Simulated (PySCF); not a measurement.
# Calculated NMR data

PySCF calculation with J couplings at B3LYP/pcJ-1 (spin–dipole term left out of most H,H and C,H couplings), coordinates at the GFN2-xTB level and shielding tensors at PBE0/pcSseg-1 (GIAO); averaged over atoms made equivalent by symmetry, fast rotation or ring inversion, relativity neglected, one conformer, gas phase.

References, each an isolated molecule treated in the same way: $^{1}$H (31.72 ppm), $^{13}$C (186.93 ppm) vs TMS. Multiplet labels drop J under 1 Hz and among equivalent protons, and merge close values. Unscaled 3J(H,H) run several per cent high. Splittings of carbon signals by F and P are missing where no couplings were computed. Where no couplings were computed, multiplicities follow the n + 1 count of equivalent neighbours, and m marks all less simple cases (inequivalent or close neighbours, rings, F or P nearby). One-bond C–F couplings are unscaled and too large by tens of Hz. Shifts are as computed. Against solution values, carbons near 30 ppm lie about +3 ppm off and those near 130 ppm about +5 ppm. Of 1211 compounds with measured shifts, 218 miss one by over three times the rms of a fit or turn the order of signals round; such compounds aren't used in these exercises.

Compound 1 (C6H12NO2P). $^{1}$H NMR (600 MHz, computed): δ 3.82 (m, 4H), 3.52 (s, 6H), 2.68 (m, 2H). $^{13}$C{$^{1}$H} NMR (computed): δ 122.2, 72.2, 63.4, 10.2. Structure: `InChI=1S/C6H12NO2P/c1-8-5-10(4-3-7)6-9-2/h4-6H2,1-2H3`.

Compound 2 (C4H6FN3). $^{1}$H NMR (600 MHz, computed): δ 7.22 (d, J = 8.1 Hz, 1H), 4.37 (q, J = 7.6 Hz, 2H), 1.47 (t, J = 7.6 Hz, 3H). $^{13}$C{$^{1}$H} NMR (computed): δ 172.3 (C, d, J = 322.4 Hz), 122.6 (CH, d, J = 17.2 Hz), 52.5 (CH2), 19.1 (CH3). Structure: `InChI=1S/C4H6FN3/c1-2-8-6-3-4(5)7-8/h3H,2H2,1H3`.
